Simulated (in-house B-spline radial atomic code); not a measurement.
Results of a calculation; reference values are marked as such.
## Two electrons in Si: a Gaussian well −V exp(−r²/w²) with V = 90.4 meV and w = 18.9 nm

For Si the NSM archive of the Ioffe Institute lists m_l = 0.98 m0, m_t = 0.19 m0 and ε = 11.7; the model takes one isotropic valley with the conductivity mass 3/(1/m_l + 2/m_t) = 0.26 m0, and so misses anisotropy and the other valleys. All triplets below are those of one valley; with several valleys two electrons can form a triplet in the 1s orbital itself, at an energy set by the valley splitting.

Effective-mass model with parabolic bands, a uniform dielectric constant, no image charges, no central-cell or spin-orbit terms. Two-electron levels come from full CI in B-splines with partial waves to l = 5 (up to 0.001 effective hartree above the limit).

What are the effective units, and what is the potential in them?

Ha* = 27211.386 meV × 0.26/11.7² = 51.68 meV and a* = 0.0529177 nm × 11.7/0.26 = 2.381 nm. V = 1.75 Ha* and w = 7.94 a*.

In these units the lowest s and p orbitals lie at -1.411658 and -1.196608, and their Coulomb and exchange integrals are J_ss = 0.371463, J_sp = 0.305135 and K_sp = 0.06004. Full CI gives -2.511883 for the ground singlet, -2.379724 for the sp triplet, -2.303029 for the sp singlet and -2.193595 for the lowest triplet of two s orbitals.

What does it cost to add the second electron, to first order and exactly?

To first order E = 2ε_s + J_ss = -2.451853, so the charging energy E(2) − 2E(1) is J_ss = 19.2 meV. CI gives -2.511883 − 2 × (-1.411658) = 0.311433, or 16.1 meV: relaxation and correlation lower it by 3.103 meV, 16.2 % of J_ss. The s² configuration of one-electron orbitals holds 89.8 % of the state, and the mean radius is 6.64 nm. The second electron is bound by ε_s − E = 56.86 meV, against 72.96 meV for the first.

How far above the singlet do the triplets lie?

To first order the sp triplet lies at ε_s + ε_p + J_sp − K_sp = -2.363173, which is 4.583 meV above 2ε_s + J_ss. CI gives -2.379724 − (-2.511883) = 0.132158, or 6.83 meV, 61 % of the orbital spacing of 11.11 meV. The ss triplet lies 16.45 meV up, so the lower of the two is the sp one, and its gap equals k_BT at 79.3 K. The sp singlet-triplet splitting is 3.964 meV, against 2K_sp = 6.206 meV.
